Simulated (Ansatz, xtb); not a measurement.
# Relative energy of two structures of CH3CuO2

Structure X: a singlet given by its coordinates. Structure Y: a singlet given by its coordinates. Both are isolated molecules in the gas phase, relaxed with PBE0-D3(BJ)/def2-SVP.

X (Å):

```tsv
atom	x (Å)	y (Å)	z (Å)
C	2.7151	0.5296	0.6328
Cu	1.3048	-0.3335	-1.5791
O	1.5646	0.5488	1.2441
O	2.8877	0.2064	-0.5295
H	0.8734	0.2571	0.5986
H	3.5494	0.8436	1.2839
H	-0.0116	-0.6972	-2.1670
```

Close contacts (Å): C1–O3 1.30, C1–O4 1.22, Cu2–O4 1.97, C1–H6 1.10, Cu2–H5 2.30, Cu2–H7 1.49, O3–H5 0.99.

Y (Å):

```xyz
7

C     1.6261    0.2311    0.7728
Cu    2.6646   -0.3637   -1.8719
O     0.9122    0.9095    1.6359
O     1.6775    0.4980   -0.4095
H     0.4583    1.6287    1.1629
H     2.1688   -0.6038    1.2506
H     3.4205   -1.0307   -2.9677
```

Close contacts (Å): C1–O3 1.31, C1–O4 1.21, Cu2–O4 1.96, C1–H6 1.10, Cu2–H7 1.49, O3–H5 0.97.

Question: Which of the two would you expect CCSD(T)/def2-TZVP electronic energies to favour?

Answer: Structure X; the calculation gives E(Y) − E(X) = +1.99 kcal/mol.

Level by level:

```
               level              geometry  E(Y) − E(X) (kcal/mol)  departure from the last row (kcal/mol)  job, with rough time for the two
PBE0-D3(BJ)/def2-SVP  PBE0-D3(BJ)/def2-SVP                     +3.02                                   +1.04                optimisation, 84 s
        HF/def2-TZVP  PBE0-D3(BJ)/def2-SVP                     −1.75                                   −3.74           part of the CCSD(T) run
       MP2/def2-TZVP  PBE0-D3(BJ)/def2-SVP                     +2.06                                   +0.07           part of the CCSD(T) run
   CCSD(T)/def2-TZVP  PBE0-D3(BJ)/def2-SVP                     +1.99                                                     single point, 4.7 min
```

HF/def2-TZVP puts the two in the other order. The largest departure from CCSD(T)/def2-TZVP is that of HF/def2-TZVP, 3.74 kcal/mol. Levels run at GFN2-xTB geometries aren't shown.

With harmonic frequencies from PBE0-D3(BJ)/def2-SVP (ideal gas, rigid rotor, one conformer each, 298.15 K, 1 atm): on the last row, ΔE + ΔZPE = +1.99, ΔH = +2.24, ΔG = +1.63 kcal/mol.

The T1 diagnostic of structures X and Y is large, so the coupled-cluster value is less sure. The correlated steps freeze 8 core orbitals; the last core shell of Cu is correlated, in a basis made for valence electrons. Programs: Ansatz 0.2.0; the last row on 2 threads of Arm Neoverse N1 on a shared host.
